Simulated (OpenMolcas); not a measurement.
## 3d3 ions of rising charge with 6 chloride ligands in octahedral coordination

```json
{"Program": "OpenMolcas", "Method": "CASSCF", "Spin-orbit coupling": "state interaction with AMFI integrals over the reference wave functions"}
```

The d shell is active. Anionic complexes are neutralised by point charges behind the ligands. Distances were set from a Shannon-type radius of the metal (high-spin where two are listed) plus a fixed donor radius (Cl 1.76 Å). Ligand basis ANO-RCC-VDZP, DKH2 Hamiltonian. States (labels of O, the rotations of Oh). Energies in cm-1 above the lowest state or level, χT in cm3 K/mol; 10Dq and B are least-squares fits to the states below 45000 cm-1, weighted by degeneracy, with a free offset, and given where the rms deviation is under 5 % of |10Dq| (or 100 cm-1) and under 700 cm-1. Spin-only χT is S(S+1) / 2 for the spin of the ground state.

```json
{"Ion": "V2+", "Shell": "3d3", "R (Å)": "2.55", "Metal basis": "ANO-RCC-VDZP", "Outer charge (e at Å behind ligand)": "0.67 at 2.6", "Ground state": "4A2", "First state of that spin": "4T2 5714", "10Dq": "5815", "B (rms of fit)": "899 (79)", "First gap with spin-orbit (degeneracies)": "5648 (4, 2)", "χT at 300 K": "1.836", "First state of another spin": "2E 15947", "Spin-only χT": "1.875"}
{"Ion": "Cr3+", "Shell": "3d3", "R (Å)": "2.38", "Metal basis": "ANO-RCC-VTZP", "Outer charge (e at Å behind ligand)": "0.5 at 2.6", "Ground state": "4A2", "First state of that spin": "4T2 10330", "10Dq": "", "B (rms of fit)": "", "First gap with spin-orbit (degeneracies)": "10227 (4, 2)", "χT at 300 K": "1.821", "First state of another spin": "2E 19073", "Spin-only χT": "1.875"}
{"Ion": "Mn4+", "Shell": "3d3", "R (Å)": "2.29", "Metal basis": "ANO-RCC-VTZP", "Outer charge (e at Å behind ligand)": "0.33 at 3.2", "Ground state": "4A2", "First state of that spin": "4T2 16340", "10Dq": "", "B (rms of fit)": "", "First gap with spin-orbit (degeneracies)": "16195 (4, 2)", "χT at 300 K": "1.836", "First state of another spin": "2E 21090", "Spin-only χT": "1.875"}
```

The rows also differ in their metal basis and outer charges, so part of each step comes from that.

χT departs most from the spin-only value for Cr3+, by -0.054 cm3 K/mol.

Without dynamic correlation the repulsion within the d shell is too large (B by tens of per cent), so at a given field states of lower spin stand too high. Ligand-to-metal charge-transfer states are missing. With no ligand orbital active B as a rule stays too high, so bands that hang on it stand too high and its fall with covalency is understated. With metal d orbitals alone and no dynamic correlation the field as a rule comes out too small, by tens of per cent, by up to half for chloride and softer ligands. The least metal-like active orbital is 70 % on the metal (Löwdin) and no ligand orbital is active, so the numbers are rough (holds for Mn4+). No measured value stands beside these numbers; the geometry was imposed, not optimised, and the real ion may take another.
